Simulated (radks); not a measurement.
Tm4+, 65 electrons, occupied as [Kr] 4d10 4f11 5s1 5p6 6p1 (not the ground configuration).

Method: Dirac Kohn-Sham, exchange-only PBE, spin-unpolarised, spherical densities, finite nucleus; open shells fill j = l - 1/2 first; Fermi nuclear charge, rms radius 5.2256 fm; computed with a radial shooting solver on a logarithmic mesh with Libxc functionals.

Energy parts (hartree):
| part | energy |
|---|---|
| total | -13570.7828 |
| kinetic | 15027.7984 |
| electron-nucleus | -33494.8377 |
| Hartree | 5176.8243 |
| exchange | -280.5678 |

Orbitals (lengths in bohr, moments of r in powers of bohr; <r^-3> diverges for s and p1/2):
\begin{tabular}{lrrrr}
orbital & occ. & eigenvalue (hartree) & <r^-3> & <r^4> \\ \hline
1s1/2 & 2 & -2178.024 & - & 8.083e-07 \\
2s1/2 & 2 & -369.2043 & - & 0.0001244 \\
2p1/2 & 2 & -352.0599 & - & 0.00007590 \\
2p3/2 & 4 & -316.0397 & 12820 & 0.0001047 \\
3s1/2 & 2 & -84.80707 & - & 0.004696 \\
3p1/2 & 2 & -77.25338 & - & 0.004201 \\
3p3/2 & 4 & -69.64920 & 2813 & 0.005336 \\
3d3/2 & 4 & -56.74513 & 480.2 & 0.003728 \\
3d5/2 & 6 & -55.08345 & 417.9 & 0.004013 \\
4s1/2 & 2 & -18.57338 & - & 0.1132 \\
4p1/2 & 2 & -15.53166 & - & 0.1261 \\
4p3/2 & 4 & -13.80441 & 639.5 & 0.1603 \\
4d3/2 & 4 & -8.79138 & 94.19 & 0.2167 \\
4d5/2 & 6 & -8.47498 & 80.54 & 0.2340 \\
5s1/2 & 1 & -3.94209 & - & 3.415 \\
5p1/2 & 2 & -3.04864 & - & 5.082 \\
5p3/2 & 4 & -2.78497 & 97.16 & 6.513 \\
4f5/2 & 6 & -2.36683 & 13.25 & 0.8825 \\
4f7/2 & 5 & -2.31669 & 12.71 & 0.9352 \\
5d3/2 & 0 & -1.56968 & 9.053 & 20.04 \\
5d5/2 & 0 & -1.53970 & 7.734 & 21.48 \\
6s1/2 & 0 & -1.33819 & - & 82.00 \\
6p1/2 & 1 & -1.09666 & - & 133.2 \\
6p3/2 & 0 & -1.04304 & 20.25 & 159.8 \\
\end{tabular}

The highest occupied level is 6p1/2 at -29.842 eV. The configuration is held as typed, so some empty levels lie below it. The density falls to 0.001 e/bohr^3 at r = 3.99 bohr.
